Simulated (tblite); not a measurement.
Species: C6H10F3P.
InChI=1S/C6H10F3P/c1-5(2,3)4-10-6(7,8)9/h4H,1-3H3

Computed values, GFN2-xTB/tblite, gas phase, harmonic and unscaled. Against measured fundamentals such values can be off by several per cent, at times by over 20.

Harmonic wavenumbers (cm⁻¹): 57.0, 82.9, 112.9, 116.9, 168.6, 212.5, 230.2, 248.7, 252.2, 270.4, 347.3, 355.4, 387.4, 412.9, 437.3, 468.7, 479.9, 540.8, 655.0, 738.3, 765.6, 894.2, 956.8, 967.1, 969.5, 1030.5, 1035.1, 1039.9, 1043.8, 1070.3, 1135.9, 1205.7, 1214.1, 1279.2, 1353.4, 1404.3, 1409.1, 1430.2, 1485.5, 1488.2, 1491.7, 1503.4, 1507.8, 1519.2, 2982.4, 3027.2, 3030.9, 3033.1, 3033.7, 3037.6, 3038.9, 3043.9, 3058.2, 3089.5.

A = 1960, B = 727.2, C = 670.7 MHz; mass 170.047 u (most abundant isotopes); point group C1, symmetry number 1.

Task: What is the zero-point energy?

Result: Half the sum of the wavenumbers: 33076 cm⁻¹ = 395.67 kJ/mol.

Task: Entropy at 350 K, 1 bar (ideal gas, RRHO, classical rotation)?

Result: Translation 176.24, rotation 128.35, vibration 174.36: S = 479.0 J/(mol K).

Task: And Cp and H(350 K) − H(0)?

Result: Cp = 211.46 J/(mol K), of which vibrations give 178.20 (their classical limit is 54 R = 449.0); H(350 K) − H(0) = 44.41 kJ/mol without the zero-point energy, 32.77 from vibrations.

Task: What must be added to the electronic energy to get the Gibbs energy at 350 K and 1 bar?

Result: ZPE + [H(350 K) − H(0)] − T·S = 395.67 + 44.41 − 167.63 = 272.45 kJ/mol.

Task: Blend soft modes into free rotors: weight 1/[1 + (100 cm⁻¹/ν̃)⁴] for the oscillator and the rest for a rotor with moment μB/(μ + B), μ = h/(8π²ν), B = 10⁻⁴⁴ kg m². What vibrational entropy results?

Result: 164.83 J/(mol K) in place of 174.36, which changes −T·S at 350 K by +3.34 kJ/mol.

Hindered rotation and anharmonicity are outside this model. The structure is chiral; the term R ln 2 for an equal mix with its mirror image is left out.

Conformer computed: `[CH3:1][C:2]([CH3:3])([CH3:4])/[CH:5]=[P:6]\[C:7]([F:8])([F:9])[F:10]`: C1–C2–C5–P6 -160°, C5–P6–C7–F8 -169°.
